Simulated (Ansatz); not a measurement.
Germanium tetrachloride, Cl$_{4}$Ge. Charge 0, multiplicity 1.

```xyz
5

Cl   -1.363    1.510   -0.583
Ge    0.000    0.000    0.000
Cl   -0.555   -0.757    1.896
Cl   -0.032   -1.567   -1.422
Cl    1.950    0.814    0.109
```

(1) List the harmonic frequencies (cm⁻¹, unscaled) at PBE0-D4/def2-TZVP in Ansatz. (An estimate is asked.)

(2) Is this a minimum?

(3) Give the ideal-gas thermochemistry at 298.15 K and 1 bar (rigid rotor, harmonic oscillator; point group Td, symmetry number 12).

(4) And at 400, 500, 600, 800 and 1000 K?

(5) Rotational constants (cm⁻¹)?

## Answers

(1) Computed: 123, 123, 169, 169, 169, 398, 464, 464, 464.

(2) Yes, all 9 modes are real.

(3) Zero-point energy 15.2 kJ/mol; H(298) − E = 36.4 kJ/mol; entropy 348.9 J/(mol·K), of which translation 175.8, rotation 103.3, vibration 69.8; G(298) − E = -67.6 kJ/mol.

(4) 
```json
{"T (K)": "400", "H − E (kJ/mol)": "46.4", "S (J/mol/K)": "377.8", "G − E (kJ/mol)": "-104.7"}
{"T (K)": "500", "H − E (kJ/mol)": "56.6", "S (J/mol/K)": "400.6", "G − E (kJ/mol)": "-143.7"}
{"T (K)": "600", "H − E (kJ/mol)": "67.0", "S (J/mol/K)": "419.5", "G − E (kJ/mol)": "-184.7"}
{"T (K)": "800", "H − E (kJ/mol)": "88.1", "S (J/mol/K)": "449.8", "G − E (kJ/mol)": "-271.8"}
{"T (K)": "1000", "H − E (kJ/mol)": "109.4", "S (J/mol/K)": "473.6", "G − E (kJ/mol)": "-364.2"}
```

(5) 0.03982, 0.03982, 0.03982.
